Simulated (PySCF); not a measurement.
Isomers of C7H13F and their computed core-level spectra.

Theory: delta-SCF UKS SCAN, pcX-2 on the ionised atom, pcseg-1 elsewhere, spin-free X2C (PySCF). Geometries: PBE0-D3(BJ)/def2-SVP; isolated species, one conformer each.

Line lists (1s up to Mg, 2p3/2 beyond; areas count atoms within a level, one atom standing for each set equivalent by bonding):
1. C 1s: 290.07 (area 1), 290.38 (area 1), 290.50 (area 1), 290.50 (area 1), 290.53 (area 1), 290.87 (area 1), 292.75 (area 1) eV; F 1s: 692.73 eV
2. C 1s: 290.34 (area 1), 290.38 (area 1), 290.44 (area 1), 290.44 (area 1), 290.49 (area 1), 290.52 (area 1), 292.46 (area 1) eV; F 1s: 691.78 eV
3. C 1s: 289.93 (area 1), 290.00 (area 1), 290.58 (area 1), 290.60 (area 1), 290.60 (area 1), 290.60 (area 1), 292.71 (area 1) eV; F 1s: 692.08 eV
4. C 1s: 289.92 (area 1), 290.47 (area 1), 290.56 (area 1), 290.57 (area 1), 290.62 (area 1), 290.81 (area 1), 292.81 (area 1) eV; F 1s: 691.89 eV

Structures:
A. `C=C(F)C[C@H](C)CC`
B. `CC(C)=C(C)CCF`
C. `C(/C=C(\C)CCC)F`
D. `C[C@@H]1[C@@H](C)CC[C@@H]1F`

Task: Which list belongs to which compound?

Result: 
- 1 = A: another candidate has the same counts of sites, so positions decide. C 1s: 290.07 terminal =CH2 carbon, 290.38 chain CH2 carbon, 290.50 methyl carbon, 290.50 methyl carbon, 290.53 sp3 CH carbon, 290.87 allylic carbon, 292.75 vinylic C–F carbon; F 1s: 692.73 vinyl fluorine.
- 2 = D: another candidate has the same counts of sites, so positions decide. C 1s: 290.34 sp3 CH carbon, 290.38 ring CH2 carbon, 290.44 methyl carbon, 290.44 sp3 CH carbon, 290.49 methyl carbon, 290.52 ring CH2 carbon, 292.46 sp3 C–F carbon; F 1s: 691.78 alkyl fluorine.
- 3 = B: another candidate has the same counts of sites, so positions decide. C 1s: 289.93 fully substituted alkene carbon, 290.00 fully substituted alkene carbon, 290.58 allylic carbon, 290.60 allylic carbon, 290.60 allylic carbon, 290.60 allylic carbon, 292.71 sp3 C–F carbon; F 1s: 692.08 alkyl fluorine.
- 4 = C: another candidate has the same counts of sites, so positions decide. C 1s: 289.92 alkene CH carbon, 290.47 fully substituted alkene carbon, 290.56 allylic carbon, 290.57 chain CH2 carbon, 290.62 methyl carbon, 290.81 allylic carbon, 292.81 sp3 C–F carbon; F 1s: 691.89 alkyl fluorine.

1 of these hole states is spin-contaminated (⟨S²⟩ 0.85, against 0.75; counted from 0.85) and less certain.
